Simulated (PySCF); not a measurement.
# Calculated NMR data

- GFN2-xTB structure
- σ from GIAO-PBE0/pcSseg-1
- run in PySCF 2.14.0 with density-fitted response routines
- isolated molecule, averaged over atoms made equivalent by symmetry, fast rotation or ring inversion, one computed conformer, no relativistic terms

Shifts are taken against calculated references (same method and geometry level): TMS for ¹H, ¹³C. Splittings of carbon signals by F and P are missing where no couplings were computed. Where no couplings were computed, multiplicities follow the n + 1 count of equivalent neighbours, and m marks all less simple cases (inequivalent or close neighbours, rings, F or P nearby). Shifts are as computed. Against solution values, carbons near 30 ppm lie about +3 ppm off and those near 130 ppm about +5 ppm. Of 1211 compounds with measured shifts, 218 miss one by over three times the rms of a fit or turn the order of signals round; such compounds aren't used in these exercises.

**1.** `CC(=O)[P@@](C)(=O)C(C)C`, C$_{6}$H$_{13}$O$_{2}$P. ¹H NMR (400 MHz, computed): δ 2.83 (m, 3H), 1.68 (m, 1H), 1.26 (m, 3H), 1.21 (m, 3H), 1.10 (m, 3H). ¹³C{¹H} NMR (computed): δ 233.7 (C), 37.0 (CH3), 32.2 (CH), 16.9 (CH3), 15.3 (CH3), 14.5 (CH3).

**2.** `[SiH2](C(C=C)C=C)P`, C$_{5}$H$_{11}$PSi. ¹H NMR (400 MHz, computed): δ 6.05 (m, 2H), 5.29 (m, 2H), 5.23 (m, 2H), 4.23 (m, 2H), 2.81 (m, 1H), 0.82 (m, 2H). ¹³C{¹H} NMR (computed): δ 145.7 (CH), 119.8 (CH2), 47.4 (CH).
